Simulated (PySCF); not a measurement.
Two species compared at the same levels of theory.

First species: 1,3,5-triazine, C₃H₃N₃.
Bonds: C1–N2 (aromatic), N2–C3 (aromatic), C3–N4 (aromatic), N4–C5 (aromatic), C5–N6 (aromatic), C1–N6 (aromatic). Hydrogens: H7 on C1; H8 on C3; H9 on C5.

Second species: CH6O2SSi.
Geometry (GFN2-xTB, Å), atoms numbered from 1 in this order:
```
atom  x, y, z in Å
C1    -1.075   -0.798   -0.651
Si2    0.171    0.309    0.242
O3     0.239   -0.214    1.771
O4    -0.214    1.887    0.284
S5     2.122    0.198   -0.704
H6    -1.061   -0.639   -1.725
H7    -0.869   -1.847   -0.468
H8    -2.079   -0.594   -0.294
H9     0.575    0.349    2.465
H10   -0.125    2.436   -0.490
H11    2.322   -1.085   -0.456
```

Levels: CAM-B3LYP/def2-SVPD for dipole moment, HOMO energy, LUMO energy, HOMO–LUMO gap, static isotropic polarisability and electronic spatial extent ⟨r²⟩ about the centre of nuclear charge; TDDFT CAM-B3LYP/def2-SVPD for lowest singlet excitation; TDA CAM-B3LYP/def2-SVPD for lowest triplet excitation (Tamm–Dancoff); GFN2-xTB for rotational constant A and rotational constant C. Geometries: GFN2-xTB. All species are isolated and taken at one optimised geometry, non-relativistic unless stated. Electronic properties by PySCF.

Dipoles, sizes and rotational constants follow the conformer. The torsions of the flexible species, by atom-mapped SMILES:
- `[CH3:1][Si:2]([OH:3])([OH:4])[SH:5]`: H–O3–Si2–C1 -160°, H–O4–Si2–C1 -75°, H–S5–Si2–C1 -63°

| property | column X | column Y |
| --- | --- | --- |
| dipole moment | 0.00 D | 0.86 D |
| HOMO energy | -9.57 eV | -8.68 eV |
| LUMO energy | -0.52 eV | 0.51 eV |
| HOMO–LUMO gap | 9.05 eV | 9.19 eV |
| lowest singlet excitation | 4.75 eV | 6.04 eV |
| lowest triplet excitation (Tamm–Dancoff) | 4.22 eV | 5.67 eV |
| static isotropic polarisability | 49.3 au | 65.9 au |
| electronic spatial extent ⟨r²⟩ about the centre of nuclear charge | 382 bohr² | 695 bohr² |
| rotational constant A | 6.575 GHz | 3.611 GHz |
| rotational constant C | 3.287 GHz | 2.166 GHz |

Q: Which column belongs to which species?

A: Column X is the first species and column Y the second. The first has 9 atoms and 42 electrons, the second 11 and 58.

Q: How does each property change from the first species to the second?

A: dipole moment +0.86 D; HOMO energy +0.89 eV; LUMO energy +1.03 eV; HOMO–LUMO gap +0.14 eV; lowest singlet excitation +1.29 eV; lowest triplet excitation (Tamm–Dancoff) +1.45 eV; static isotropic polarisability +16.6 au; electronic spatial extent ⟨r²⟩ about the centre of nuclear charge +313 bohr²; rotational constant A -2.964 GHz; rotational constant C -1.121 GHz.

On the first: In wavenumbers S1 is 38300 cm⁻¹ (1 eV = 8065.54 cm⁻¹). S1 lies 4.30 eV below the HOMO–LUMO gap.

On the second: S1 lies 3.15 eV below the HOMO–LUMO gap; its leading configuration is HOMO→LUMO, weight 0.66. No computed singlet falls in the visible range (750 to 380 nm, 1.65 to 3.26 eV); S1 lies 2.78 eV above its blue end.
